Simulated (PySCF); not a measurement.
Compound: InH₃.
Cartesian coordinates in Å at the PBE0-D3(BJ)/def2-SVP level; atoms count from 1:
```xyz
4
InH3 angstrom
In     0.0004   -0.0003   -0.0010
H      1.7333   -0.0288    0.0139
H     -0.8413    1.5149   -0.0180
H     -0.8925   -1.4859    0.0051
```

Computed, not measured: TDDFT CAM-B3LYP/def2-SVPD, vertical, gas phase, core orbitals frozen in the response, def2 core potentials past Kr in PySCF 2.14.0, density-fitted response routines. Spin–orbit coupling is left out.

Transition dipole moments from the ground state, in atomic units and in the frame of the coordinates above (overall signs are arbitrary), for the states with f of 0.002 or more among the lowest 10:

```tsv
state	E (eV)	μx	μy	μz
S3	7.485	0.276	-1.160	0.011
S4	7.489	1.161	0.276	0.007
S6	8.161	0.051	-0.211	0.002
S7	8.165	-0.210	-0.050	-0.001
S9	8.906	1.900	0.452	0.011
S10	8.906	0.452	-1.900	0.018
```

(1) Work out the oscillator strengths.

(2) The point group is D3h. Which irreducible representation does each state belong to?

(3) All atoms lie in one plane. Which transitions are polarised in it and which across it?

(4) What peak molar absorption coefficient would the strongest computed level give as a lone Gaussian band 0.3 eV wide at half height?

Results:

(1) f = (2/3) ΔE |μ|² with ΔE in hartree (27.2114 eV).

```csv
state,|μ|² (au),|μ| (D),f
S3,1.421,3.03,0.261
S4,1.423,3.03,0.261
S6,0.047,0.55,0.009
S7,0.047,0.55,0.009
S9,3.816,4.97,0.833
S10,3.814,4.96,0.832
```

(2) The ground state is totally symmetric, so the direction of μ fixes the label. Polarised across the main axis, so E′: S3, S4, S6, S7, S9 and S10.

(3) In the plane: S3, S4, S6, S7, S9 and S10. No state is polarised perpendicular to it. 

(4) ε(max) = 2.175×10⁸ f / FWHM, with the width in cm⁻¹. S9/S10 (f summed): 2.175×10⁸ × 1.6647 / 2420 ≈ 150000 L mol⁻¹ cm⁻¹.

S3/S4, S6/S7 and S9/S10 coincide within about 0.01 eV; within a degenerate level the directions of the single components are arbitrary.

All these states lie below the vertical ionisation energy of 10.69 eV (ΔSCF).
